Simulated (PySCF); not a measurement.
**Working out the excitation energy of Pt**

Pt [Xe] 4f14 5d9 6s1 (3D) → Pt [Xe] 4f14 5d8 6s2 (3F). Computed with PySCF 2.14 in def2-SVPD with the def2 core potential (60 electrons), with a scalar-relativistic core potential. Frozen: nothing. Energies in hartree (1 hartree = 27.21139 eV):

| part | Pt (lower) | Pt (upper) |
| --- | --- | --- |
| UHF | -118.393528 | -118.379947 |
| MP2 opposite-spin | -0.187314 | -0.196850 |
| MP2 same-spin | -0.102931 | -0.098556 |

**Question.** What does Hartree-Fock give?

**Answer.** (-118.379947) − (-118.393528) = 0.013581 hartree = 0.370 eV.

**Question.** What do MP2 and SCS-MP2 (6/5 opposite-spin, 1/3 same-spin) give?

**Answer.** The opposite-spin parts differ by -0.259 eV and the same-spin parts by 0.119 eV. MP2: 0.370 + (-0.259) + (0.119) = 0.230 eV. SCS-MP2: 0.370 + 1.2 × (-0.259) + (0.119)/3 = 0.099 eV.

Measured between the centres of the two terms (NIST): 0.397 eV, so MP2 (valence and next inner shell) is off by -0.167 eV.

A double-zeta basis recovers only part of the correlation energy.

What remains against the reference includes basis incompleteness and correlation beyond second order.
